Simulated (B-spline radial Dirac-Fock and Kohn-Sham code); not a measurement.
**Elastic scattering of 1.12 keV electrons by the free magnesium atom**

The computed values come from a B-spline atomic structure program: relativistic (Dirac) partial waves in the static field of the Dirac-Fock atom with Furness-McCarthy exchange, without polarisation or absorption potentials.

Input file task.json (cfg lists n, l and occupation; rrms is the nuclear radius in fm):

```json
{"items": [{
  "Z": 12,
  "q": 0,
  "cfg": [[1, 0, 2], [2, 0, 2], [2, 1, 6], [3, 0, 2]],
  "A": 24,
  "rrms": 3.057,
  "do": "elastic",
  "energies": [[1120.0, 0]],
  "theta": [0, 10, 20, 30, 40, 50, 60, 70, 80, 90, 100, 110, 120, 130, 140, 150, 160, 170, 180]
}]}
```

Command: `python xray2_run.py task.json out`

```
θ (°)  dσ/dΩ (a₀²/sr)  Sherman function
    0            77.9             0.000
   10            5.76             0.000
   20            1.02             0.000
   30           0.334             0.001
   40           0.148             0.001
   50          0.0818             0.000
   60          0.0521            -0.001
   70          0.0362            -0.003
   80          0.0269            -0.004
   90          0.0211            -0.006
  100          0.0173            -0.007
  110          0.0147            -0.007
  120          0.0130            -0.007
  130          0.0117            -0.007
  140          0.0108            -0.006
  150          0.0102            -0.004
  160         0.00984            -0.003
  170         0.00962            -0.002
  180         0.00955             0.000
```

The total elastic cross section is 3.37 a₀², the first transport cross section 0.323 a₀² and the second, weighted with (3/2) sin²θ, 0.573 a₀². The mean deflection is ⟨1 − cos θ⟩ = 0.0958, and 2.6 % of the collisions scatter beyond 90°.

Phase shifts modulo π (rad) for κ = −1 to −5: -0.384, -1.446, 1.103, 0.762, 0.553.
